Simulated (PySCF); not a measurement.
Species: CH7BNP.
Numbering: `[CH3:1][B:2]([NH2:3])[PH2:4]` (hydrogens: H5, H6, H7 on C1; H8, H9 on N3; H10, H11 on P4)

Computed, not measured: PBE0-D3(BJ)/def2-SVP geometry optimisation, gas phase in PySCF 2.14.0.

**Question.** Give the optimised bond lengths and angles.

**Answer.** 
```csv
bond,length (pm),order
C1–B2,157.9,single
B2–N3,139.7,single
B2–P4,194.2,single
"C1–H5, C1–H6, C1–H7",110.2,single
"N3–H8, N3–H9",101.2,single
"P4–H10, P4–H11",142.7,single
```

Bonds in one row agree within 1 pm and their mean is given. Orders are formal, as drawn. A selection of angles:
```csv
angle,degrees
B2–C1–H5,110.3
B2–C1–H6,113.3
B2–C1–H7,111.2
H5–C1–H6,107.8
H5–C1–H7,106.1
C1–B2–N3,121.1
C1–B2–P4,119.3
N3–B2–P4,119.4
B2–N3–H8,122.2
B2–N3–H9,124.2
H8–N3–H9,113.6
B2–P4–H10,97.1
B2–P4–H11,98.8
H10–P4–H11,95.0
```

B2 (three-coordinate boron) is planar (angles 121.1°, 119.4° and 119.3°, sum 359.8°, 0.04 Å off the plane of its three neighbours). The 4 heavy atoms lie in one plane (0.018 Å rms). P4 (three-coordinate phosphorus) is pyramidal (angles 98.8°, 97.1° and 95.0°, sum 290.8°, 0.78 Å off the plane of its three neighbours). N3 (boron-bound nitrogen) is planar (angles 124.2°, 122.2° and 113.6°, sum 360.0°, 0.00 Å off the plane of its three neighbours).

No PBE0-D3(BJ)/def2-SVP frequencies stand behind this structure, so it isn't proved a minimum. The numbers are those of one conformer (C1–B2–P4–H -52° and -148°).
